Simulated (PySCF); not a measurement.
# C₆ coefficients of unlike pairs at PBE0

Calculated with PySCF 2.14 from the dipole response of each species, C₆(A,B) = (3/π) ∫ α_A(iu) α_B(iu) du, in atomic units, from isotropic polarisabilities. For ions this is the dispersion term alone; charge-induced terms of lower order in 1/R come first.

```csv
species,configuration,basis,relativity,α (bohr³),C₆ (like pair)
Mn⁺,[Ar] 3d5 4s1 (7S),aug-cc-pVQZ (9s8p6d4f3g2h),none,30.83,162.0
Ir²⁺,[Xe] 4f14 5d7 (4F),"x2c-TZVPPall with one added diffuse shell each of s, p, d, f type (12s8p8d4f1g)",spin-free X2C,10.29,66.42
K⁺,[Ar] (1S),dyall-av3z (25s18p5d2f),spin-free X2C,5.538,23.82
Ir,[Xe] 4f14 5d7 6s2 (4F),aug-cc-pwCVTZ-PP with ECP60MDF (8s8p7d4f3g),core potential,50.32,549.9
```

(1) Estimate C₆ for K⁺ with Mn⁺.

No spin-orbit coupling is included.

The other pairs:

```
     pair     C₆
   Ir, K⁺  101.5
 Ir, Ir²⁺  174.1
 K⁺, Ir²⁺  39.64
  Ir, Mn⁺  296.5
Ir²⁺, Mn⁺  90.07
```

Results:

(1) The integral gives 52.08. The combination rule 2 C_A C_B / (C_A α_B/α_A + C_B α_A/α_B) gives 47.73 and the geometric mean 62.12.
